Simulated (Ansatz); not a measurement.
Ansatz (a first-principles code) input (B3LYP/def2-TZVPD):

Ansatz 0.2 input:
```yaml
crystal:
  periodic: [false, false, false]
  atoms:
    - {symbol: Ge, position_ang: [-0.00000000, -0.00000000, -1.46005187]}
    - {symbol: Te, position_ang: [0.00000000, 0.00000000, 0.89849346]}
basis:
  gaussian:
    orbitals: def2-TZVPD
hamiltonian:
  xc: {name: B3LYP}
magnetization: {spin_polarized: true, initial_magnetization: 2}
```

End of the output:

```
integrals: 0.04 GiB planned
891 factors; their error is unknown
mean field: 0.58 GiB planned
mean field evaluation 1: about -63812.5797 eV, gradient 1.2e1 eV
mean field evaluation 2: about -63810.9142 eV, gradient 2.1e1 eV
mean field evaluation 4: about -63813.1617 eV, gradient 8.2e-1 eV
mean field evaluation 8: about -63813.1676 eV, gradient 4.6e-2 eV
mean field evaluation 16: about -63813.4812 eV, gradient 5.3e-4 eV
mean field evaluation 32: about -63813.8240 eV, gradient 1.1e-5 eV
mean field evaluation 64: about -63813.4940 eV, gradient 1.6e-6 eV
mean field -63813.82397335 eV, -2345.1147764572 hartree, gradient 1.0e-5 eV, S^2 2.005302; 9 other end points of the search recorded, 0 dependent functions left out
reference -63813.82417467 eV, -2345.1147838556 hartree; 29, 27 occupied and 84, 86 virtual orbitals, 891 factors
Total energy: -63813.82417467 eV, -2345.1147838556 hartree
```

This state (charge 0, triplet) is run at the relaxed geometry of the species with charge 0 and multiplicity 1, and is a spin state other than that species' own.
